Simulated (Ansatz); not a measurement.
Mo(O)2(OH)2 (H2MoO4), SMILES [O]=[Mo](=[O])([OH])[OH], multiplicity 1.

Geometry optimised at PBE-D3(BJ)/def2-SVP. A frequency run showed that this geometry is not a minimum. The spin state was assumed, not searched. The isomer is the one that the SMILES or the coordinates give; other isomers of the formula were not compared. The def2 effective core potentials stand for the cores of Mo; spin–orbit coupling is left out. The values are those of a single conformer.

Two levels are set side by side: PBE/def2-SVPD (Ansatz, a program for electronic structure) and PBE0/def2-SVPD (Ansatz). Energy differences of separate SCF runs at the same geometry; the states with an electron removed or added have multiplicity 2 and 2. Differences are taken from unrounded values.

```json
[
 {"quantity": "vertical ionisation energy (eV)", "PBE0": "11.13"},
 {"quantity": "vertical electron affinity (eV)", "PBE0": "0.73"},
 {"quantity": "vertical singlet–triplet gap (eV)", "PBE0": "3.69"}
]
```

What does PBE give, and how far is it from PBE0? (An estimate is asked for; the answer gives what the named calculation found.)


| quantity | PBE | PBE minus PBE0 |
|---|---|---|
| vertical ionisation energy (eV) | 10.93 | -0.19 |
| vertical electron affinity (eV) | 0.30 | -0.43 |
| vertical singlet–triplet gap (eV) | 4.05 | 0.36 |
